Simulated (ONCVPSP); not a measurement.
## An all-electron radial function and its pseudo partner (W (Z = 74))

Columns: radius, all-electron u(r) and pseudo u(r) of the 5d shell (level -4.48 eV) of tungsten in the configuration [Kr] 4d10 4f14 5s2 5p6 5d4 6s2; PBE, scalar-relativistic, ONCV scheme, ONCVPSP 4.0.1.

```json
{"r (bohr)": "0.113", "all-electron": "0.2148", "pseudo": "0.0020"}
{"r (bohr)": "0.225", "all-electron": "-0.0443", "pseudo": "0.0155"}
{"r (bohr)": "0.338", "all-electron": "-0.3002", "pseudo": "0.0493"}
{"r (bohr)": "0.450", "all-electron": "-0.2938", "pseudo": "0.1067"}
{"r (bohr)": "0.563", "all-electron": "-0.1288", "pseudo": "0.1873"}
{"r (bohr)": "0.675", "all-electron": "0.0800", "pseudo": "0.2833"}
{"r (bohr)": "0.788", "all-electron": "0.2777", "pseudo": "0.3869"}
{"r (bohr)": "0.900", "all-electron": "0.4384", "pseudo": "0.4865"}
{"r (bohr)": "1.013", "all-electron": "0.5607", "pseudo": "0.5750"}
{"r (bohr)": "1.125", "all-electron": "0.6455", "pseudo": "0.6451"}
{"r (bohr)": "1.238", "all-electron": "0.7001", "pseudo": "0.6954"}
{"r (bohr)": "1.350", "all-electron": "0.7298", "pseudo": "0.7255"}
{"r (bohr)": "1.463", "all-electron": "0.7411", "pseudo": "0.7384"}
{"r (bohr)": "1.575", "all-electron": "0.7385", "pseudo": "0.7371"}
{"r (bohr)": "1.688", "all-electron": "0.7259", "pseudo": "0.7253"}
{"r (bohr)": "1.800", "all-electron": "0.7065", "pseudo": "0.7062"}
{"r (bohr)": "1.913", "all-electron": "0.6823", "pseudo": "0.6822"}
{"r (bohr)": "2.025", "all-electron": "0.6554", "pseudo": "0.6553"}
{"r (bohr)": "2.138", "all-electron": "0.6266", "pseudo": "0.6266"}
{"r (bohr)": "2.250", "all-electron": "0.5972", "pseudo": "0.5972"}
{"r (bohr)": "2.363", "all-electron": "0.5675", "pseudo": "0.5675"}
{"r (bohr)": "2.475", "all-electron": "0.5383", "pseudo": "0.5383"}
{"r (bohr)": "2.588", "all-electron": "0.5094", "pseudo": "0.5094"}
{"r (bohr)": "2.700", "all-electron": "0.4817", "pseudo": "0.4816"}
{"r (bohr)": "2.813", "all-electron": "0.4546", "pseudo": "0.4545"}
{"r (bohr)": "2.925", "all-electron": "0.4287", "pseudo": "0.4287"}
```

(1) How many radial nodes do the two functions have?

(2) At about which radius was the pseudo-wave matched?

(3) Is the pseudo-wave norm-conserving?

Results:

(1) The all-electron 5d function has n − l − 1 = 2; the pseudo-wave has 0, since the states of the same l below it are removed with the core.

(2) 2.25 bohr. The columns agree to 0.0005 from 1.80 bohr on; several derivatives are matched, so the curves merge somewhat inside the radius.

(3) Yes: the ONCV scheme keeps the norm inside the radius equal to the all-electron one, which fixes the energy derivative of the logarithmic derivative at the level.
